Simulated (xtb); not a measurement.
CH₅NO₂Si₂, SMILES N#CO[Si@H](O)[SiH3]. All values are semi-empirical tight-binding results from xtb (GFN2-xTB unless named), good for trends rather than for accurate numbers. Geometry optimised at GFN2-xTB. The structure was generated by enumeration; whether it is a known compound was not checked. One conformer was computed; it need not be the lowest.

Computed properties:
- orbital gap: 4.38 eV
- dipole moment: 4.56 D
- zero-point energy: 36.6 kcal/mol
- G − E(el) at 298.15 K (modified RRHO): 14.2 kcal/mol
- static polarisability (D4 model): 82.5 bohr³
- solvation energy, GFN2-xTB/ALPB(water): -10.3 kcal/mol
- solvation energy, GFN2-xTB/ALPB(hexane): -4.7 kcal/mol
